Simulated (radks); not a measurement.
Problem. These are the eigenvalues of the occupied orbitals of an atom or ion with whole-number occupations (eV). All-electron calculation, Dirac Kohn-Sham, PBE, spin-unpolarised, spherical densities, point nucleus. Program: a radial shooting solver on a logarithmic mesh with Libxc functionals.

| orbital | eigenvalue |
|---|---|
| 1s1/2 | -31647.47 |
| 2s1/2 | -4886.246 |
| 2p1/2 | -4580.442 |
| 2p3/2 | -4305.957 |
| 3s1/2 | -1004.645 |
| 3p1/2 | -878.9786 |
| 3p3/2 | -827.7897 |
| 3d3/2 | -606.2850 |
| 3d5/2 | -595.5775 |
| 4s1/2 | -202.9047 |
| 4p1/2 | -159.4769 |
| 4p3/2 | -149.5857 |
| 4d3/2 | -79.8661 |
| 4d5/2 | -78.3207 |
| 5s1/2 | -45.2301 |
| 5p1/2 | -34.4820 |

Which element is it, and in what charge state? The configuration may be excited. Open shells, if any, fill j = l - 1/2 first.

Solution. Z = 52, tellurium, charge +3: Te3+ in [Kr] 4d9 5s2 5p2. The list shows which subshells hold electrons but not how many an open one holds; the 1s level, -1163 hartree, gives Z - s = 48.2 by -(Z - s)^2/2, which with screening and relativity narrows Z to a few neighbours, and the depths of the outer levels then fix element, charge and occupations together.
